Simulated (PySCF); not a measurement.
Computed IR spectrum (relative IR intensity) of a molecule C₆H₁₇NSi. Geometry optimised at r2SCAN-D4/def2-SVP. One conformer was computed; it need not be the lowest. Computed with r2SCAN-D4/def2-SVP (PySCF). Frequencies are harmonic and unscaled.

Lines under 2 % of the strongest are left out, and lines within 2 cm⁻¹ are merged.

ν (cm⁻¹): 484 (vw), 509 (w), 693 (w), 699 (m), 914 (m), 955 (s), 989 (vs), 1013 (w), 1029 (m), 1141 (w), 1210 (m), 1230 (s), 1368 (w), 1370 (w), 1394 (w), 1433 (m), 1458 (vw), 1476 (vw), 1478 (vw), 2154 (s), 2195 (s), 2224 (s), 2979 (w), 3016 (w), 3030 (w), 3033 (w), 3036 (vw), 3039 (w), 3121 (w), 3126 (m), 3131 (w), 3142 (w), 3145 (vw), 3147 (w), 3153 (w) (against the strongest line: vs over 80 %, s over 45 %, m over 15 %, w over 4 %, vw less)

**Question.** Which structure fits?
A) CC[Si@H](C)C(C)(C)N
B) CC[SiH2]NC(C)(C)C
C) CCC(C)(C)[Si@H](C)N
D) CC(C)N([SiH3])C(C)C

**Answer.** D, CC(C)N([SiH3])C(C)C
